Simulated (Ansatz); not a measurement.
`[SiH3]C1BO1` + `OC(F)F` → `FC(F)O[SiH3]` + `B1CO1` at 400 K and 1 bar (ligand exchange at the Si–C bond).

Isolated molecules relaxed with PBE0-D4/def2-TZVP in Ansatz; ΔE leaves out vibrations. CCSD(T)/CBS is the MP2 limit (def2-TZVPP, def2-QZVPP) plus CCSD(T) − MP2 in def2-TZVPP, frozen cores. Each species was taken in one conformer, which may not be the lowest.

| species | CCSD(T)/CBS energy (Eh) | H − E (kJ/mol) | S (J/(mol·K)) |
| --- | --- | --- | --- |
| `[SiH3]C1BO1` | -430.08021 | 176.7 | 332.8 |
| `OC(F)F` | -314.01610 | 117.8 | 293.0 |
| `FC(F)O[SiH3]` | -604.32648 | 167.9 | 363.7 |
| `B1CO1` | -139.80191 | 127.6 | 263.6 |

H − E and S are ideal-gas, rigid-rotor, harmonic terms from PBE0-D4/def2-TZVP, for one conformer and one mirror image of each species. 1 Eh = 2625.50 kJ/mol, R = 8.31446 J/(mol·K).

Q: By hand: ΔE, ΔH, ΔS and ΔG.

A: ΔE = (-604.32648) + (-139.80191) − (-430.08021) − (-314.01610) = -0.03208 Eh = -84.2 kJ/mol. Δ(H − E) = 167.9 + 127.6 − 176.7 − 117.8 = 1.0, so ΔH = -83.2 kJ/mol. ΔS = 363.7 + 263.6 − 332.8 − 293.0 = 1.5 J/(mol·K). ΔG = -83.2 − 400 × (1.5)/1000 = -83.8 kJ/mol.

Q: By hand: the equilibrium constant, and the temperature at which ΔG would vanish if ΔH and ΔS stayed fixed.

A: log₁₀ K = −ΔG/(RT ln 10) = 10.9. ΔH and −TΔS have one sign here, so there is no such temperature. One of them is within its doubt of zero, so this could turn.

The number of gas molecules stays the same, so ΔS is small and ΔH decides. A doubt of 5 kJ/mol in ΔE shifts log₁₀ K by 0.7 here. Other conformers and mirror images would add mixing entropy, several J/(mol·K) or more a flexible species. Modes under 60 cm⁻¹, often nearly free rotors, make the harmonic entropy too high. These are equilibria of isolated gas molecules and say nothing of rates. Largest T1 diagnostic: 0.016 (customary marks: 0.02 for closed shells, 0.045 for open ones).
